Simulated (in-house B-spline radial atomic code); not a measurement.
Settings and results of a run for Yb VIII (Yb7+) (an excited or competing configuration). Level of theory: Dirac-Hartree-Fock, average of configuration, Fermi nucleus of rms radius 5.3108 fm; calculated with a radial B-spline atomic code at the basis-set limit.

Command:
```bash
python run_scf.py task.json out
```
Settings (nuclear radius in fm, mass in u):
```
Z                70
configuration    [Kr] 4d9 4f12 5s2 5p3 5g1
hamiltonian      dirac
method           hf
spin_polarised   False
nucleus          fermi
rms_radius       5.3108
atomic_mass      173.93887
speed_of_light   137.035999084
```

Output (hartree, bohr):
```
 radial grid: 67 intervals, B-splines of order 8, outer radius 18.8312 bohr

 iter        energy (Eh)    residual
    1      -13975.829803    1.06e+00
    2      -14008.144579    1.58e+00
    3      -14042.142096    3.41e-01
    4      -14043.778188    1.25e-01
    5      -14043.881066    2.34e-02
    6      -14043.887075    1.69e-02
    7      -14043.890930    7.85e-04
    8      -14043.890936    3.01e-04
    9      -14043.890937    1.24e-05
   10      -14043.890937    2.51e-07

 total energy                    -14043.89094
 kinetic                           15597.4097
 electron-nucleus                 -34577.6262
 electron-electron                  4936.3256

 first-order corrections (not in the total)
   Gaunt                            15.8035
   retardation                      -1.6691
   frequency dependence             -0.2505
   self-energy                      11.3378
   Uehling                          -2.0028
   Wichmann-Kroll                    0.0730
   recoil                            0.0279

 orbital      occ     eigenvalue          <r>       <r^2>       <1/r>     <1/r^3>       r_max    small
 1s1/2      2.000     -2272.8936    0.0196596 0.000529863     80.6117           -     0.01237  6.90e-02
 2s1/2      2.000      -394.1265    0.0826795  0.00814035     19.4828           -      0.0707  1.55e-02
 2p1/2      2.000      -375.2959    0.0687982  0.00587312     19.4096           -     0.05303  1.55e-02
 2p3/2      4.000      -336.7245    0.0762541  0.00707972     16.6813     13441.2     0.05941  1.42e-02
 3s1/2      2.000       -94.8533     0.215596    0.053277     7.15837           -      0.1992  5.06e-03
 3p1/2      2.000       -86.5664     0.205768   0.0493122     7.05979           -      0.1874  4.99e-03
 3p3/2      4.000       -78.2347     0.219572    0.055953     6.36411     3004.05      0.2004  4.61e-03
 3d3/2      4.000       -64.3409     0.193604   0.0440836     6.22956     507.881      0.1581  4.46e-03
 3d5/2      6.000       -62.5403     0.197904   0.0459333     6.06097     440.735      0.1618  4.36e-03
 4s1/2      2.000       -23.6499     0.486099    0.266606     2.98098           -      0.4549  1.62e-03
 4p1/2      2.000       -20.2131     0.494614    0.278292      2.8672           -       0.457  1.53e-03
 4p3/2      4.000       -18.2902     0.524234    0.312375     2.64072       680.2      0.4839  1.40e-03
 4d3/2      3.600       -12.7126      0.54578    0.344737     2.43294     100.906      0.4848  1.23e-03
 4d5/2      5.400       -12.3538     0.556331    0.357974     2.37524     86.1204      0.4938  1.19e-03
 4f5/2      5.143        -5.3937     0.634574    0.490441     1.95366     15.3303      0.4703  8.42e-04
 4f7/2      6.857        -5.3337     0.641632    0.501318      1.9315     14.7367      0.4752  8.28e-04
 5s1/2      2.000        -6.4967       1.1109     1.37532     1.20398           -       1.028  3.89e-04
 5p1/2      1.000        -5.4535      1.18958      1.5819     1.11421           -       1.092  3.44e-04
 5p3/2      2.000        -5.1174      1.25379     1.75487      1.0434     119.384       1.154  3.15e-04
 5g7/2      0.444        -1.2938       3.3456     12.2763    0.331684   0.0537641       3.047  3.67e-05
 5g9/2      0.556        -1.2940      3.34435     12.2679    0.331833   0.0538545       3.046  3.67e-05
```

Run time, properties included: 2 s on 1 thread of Arm Neoverse V1, with other jobs on the host.

For the Dirac Hamiltonian the kinetic term is c α·p + (β - 1)c².
